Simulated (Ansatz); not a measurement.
Ansatz (a quantum-chemistry and plane-wave program) input (CCSD(T)/def2-SVPD):

Ansatz 0.2 input:
```yaml
crystal:
  periodic: [false, false, false]
  atoms:
    - {symbol: B, position_ang: [-0.50431629, 0.03250353, 0.00283475]}
    - {symbol: Cl, position_ang: [-1.46871698, -1.41849179, 0.02981416]}
    - {symbol: Cl, position_ang: [-1.27472396, 1.59530845, -0.01439335]}
    - {symbol: Br, position_ang: [1.40457364, -0.09052574, -0.00789508]}
basis:
  gaussian:
    orbitals: def2-SVPD
magnetization: {spin_polarized: false}
correlation: {method: ccsd_t, electrons: outside_noble_gas}
output: {forces: true}
```

End of the output:

```
mean field: 0.64 GiB planned
mean field evaluation 1: about -95663.0145 eV, gradient 2.0e1 eV
mean field evaluation 2: about -95663.1631 eV, gradient 2.1e1 eV
mean field evaluation 4: about -95664.5859 eV, gradient 2.1e0 eV
mean field evaluation 8: about -95664.6193 eV, gradient 1.3e-1 eV
mean field evaluation 16: about -95663.9642 eV, gradient 1.2e1 eV
mean field -95664.61935188 eV, -3515.6099173735 hartree, gradient 2.5e-6 eV, S^2 0.000000; 0 other end points of the search recorded, 0 dependent functions left out
25 core orbitals not correlated
reference -95664.61935188 eV, -3515.6099173735 hartree; 12, 12 occupied and 78, 78 virtual orbitals, 1082 factors
densities: 0.66 GiB planned
second order -13.55734987 eV of doubles, -0.00000000 eV of singles
coupled cluster: 0.43 GiB planned
cycle   1  -14.11520877 eV  change   -5.6e-1 eV  update   8.6e-2
cycle   2  -14.39774599 eV  change   -2.8e-1 eV  update   2.4e-2
cycle   3  -14.46094496 eV  change   -6.3e-2 eV  update   1.3e-2
cycle   4  -14.45607354 eV  change    4.9e-3 eV  update   3.6e-3
cycle   5  -14.45454124 eV  change    1.5e-3 eV  update   1.2e-3
cycle   6  -14.45443741 eV  change    1.0e-4 eV  update   2.8e-4
cycle   7  -14.45445017 eV  change   -1.3e-5 eV  update   8.6e-5
cycle   8  -14.45447645 eV  change   -2.6e-5 eV  update   2.8e-5
cycle   9  -14.45447770 eV  change   -1.3e-6 eV  update   1.3e-5
cycle  10  -14.45447223 eV  change    5.5e-6 eV  update   4.9e-6
perturbative correction -0.48660874 eV, -0.0178825414 hartree
the calculation of the forces begins
Total energy: -95679.56043285 eV, -3516.1589919719 hartree
Atom 0 at    -0.504316     0.032504     0.002835 Å, force     0.232292    -0.014971    -0.001306 eV/Å
Atom 1 at    -1.468717    -1.418492     0.029814 Å, force    -0.214129    -0.302611     0.005712 eV/Å
Atom 2 at    -1.274724     1.595308    -0.014393 Å, force    -0.173563     0.327598    -0.003532 eV/Å
Atom 3 at     1.404574    -0.090526    -0.007895 Å, force     0.155400    -0.010016    -0.000874 eV/Å
Dipole moment:     0.002005    -0.000129    -0.000011 e Å
```
